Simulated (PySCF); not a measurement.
## Spinor energies of Rh (rhodium, neutral)

Start: [Kr] 4d8 5p1; 4d3/2 filled at m_j = -1/2, +1/2, +3/2; 4d5/2 filled at m_j = -3/2, -1/2, +1/2, +3/2, +5/2; 5p3/2 filled at m_j = +3/2. Calculated with PySCF 2.14 in x2c-TZVPall-2c: generalised Hartree-Fock with the X2C-1e Hamiltonian and a Gaussian nucleus; one run each with spin-orbit coupling (SO) switched off, then screened by Boettger's factors. This is a chosen level, not necessarily the ground level.

```tsv
spinor shell	electrons	ε, spin-free (eV)	ε, screened SO (eV)	weight of nominal j (screened SO)	rms radius, screened SO (bohr)
1s1/2	2	-23344.0	-23342.4	1.000	0.0374
2s1/2	2	-3467.5	-3467.1	1.000	0.154
2p1/2	2	-3101.0	-3201.0	1.000	0.134
2p3/2	4	-3101.0	-3054.5	1.000	0.138
3s1/2	2	-656.14	-656.00	1.000	0.415
3p1/2	2	-532.51	-550.38	1.000	0.411
3p3/2	4	-532.51	-524.15	1.000	0.422
3d3/2	4	-335.13	-338.31	0.997	0.401
3d5/2	6	-335.13	-332.87	0.998	0.405
4s1/2	2	-102.81	-102.79	1.000	1.05
4p1/2	2	-65.542	-69.593	0.944	1.15
4d5/2	5	-13.565	-13.520	0.621	1.70
4d3/2	3	-13.565	-13.740	0.652	1.68
5p3/2	1	-3.355	-3.328	1.000	5.36
```

Q: Where does 4p3/2 lie, and what is the 4p spin-orbit splitting (screened SO)?

A: At -63.610 eV, 5.984 eV above 4p1/2.

| quantity | spin-free | screened SO |
| --- | --- | --- |
| E (hartree) | -4780.70662 | -4781.45619 |
| M_J | 11/2 | 11/2 |
| ⟨J²⟩ | 35.808 | 35.806 |
| ⟨L²⟩ | 20.040 | 20.097 |
| ⟨S²⟩ | 3.768 | 3.766 |

Each row is a mean over spinors that exchange with the open shell spreads, by up to 7.101 eV (4p3/2).

Rows whose weight is well below 1 are mixtures of j = l ± 1/2: exchange outweighs spin-orbit coupling there, and the label is only the starting occupation.

⟨J²⟩ departs a little from M_J(M_J + 1) because the unrestricted spinors polarise the closed shells.

Breit and QED terms are absent; they matter most for the inner s and p1/2 levels.

Densities and radii are taken from the X2C orbitals without a picture-change correction, which distorts them close to the nucleus.

Without spin-orbit coupling the j labels of p, d and f shells carry no meaning; the spin-free column gives the mean over the occupied spinors of each nl shell.
